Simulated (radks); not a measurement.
Results of a calculation; reference values are marked as such.
Initial-state core-level shifts of neutral manganese when its valence configuration changes from [Ar] 3d5 4s2. Code: a radial shooting solver on a logarithmic mesh with Libxc functionals. Model: scalar-relativistic Kohn-Sham, LDA (Slater exchange, Perdew-Wang correlation), spin-polarised, spherical densities, finite nucleus; open shells are filled with parallel spins first; Fermi nuclear charge, rms radius 3.7057 fm. Shifts are changes of the shell-averaged eigenvalues in eV (positive: less bound); the change of the density at the nucleus, which sets a Mossbauer isomer shift, is in e/bohr^3, on a base of 1.319e+04.

| valence | 2s | 2p | 3s | 3p | density at nucleus |
|---|---|---|---|---|---|
| 3d4 4s2 4p1 | -8.644 | -8.558 | -7.514 | -7.297 | +4.964 |
| 3d6 4s1 | +4.340 | +4.294 | +3.939 | +3.829 | -6.205 |
| 3d4.5 4s2 4p0.5 | -4.142 | -4.102 | -3.665 | -3.565 | +2.341 |
| 3d5 4s1 4p1 | -1.265 | -1.261 | -1.255 | -1.241 | -4.191 |
| 3d5 4p2 | -2.600 | -2.599 | -2.668 | -2.655 | -10.323 |
| 3d6 4p1 | +3.021 | +2.965 | +2.486 | +2.360 | -11.209 |
| 3d5 4s1.5 4p0.5 | -0.711 | -0.710 | -0.705 | -0.698 | -2.032 |
| 3d4 4s1 4p2 | -9.657 | -9.564 | -8.505 | -8.271 | -0.917 |
| 3d5 4s0.5 4p1.5 | -1.948 | -1.946 | -1.978 | -1.964 | -7.176 |
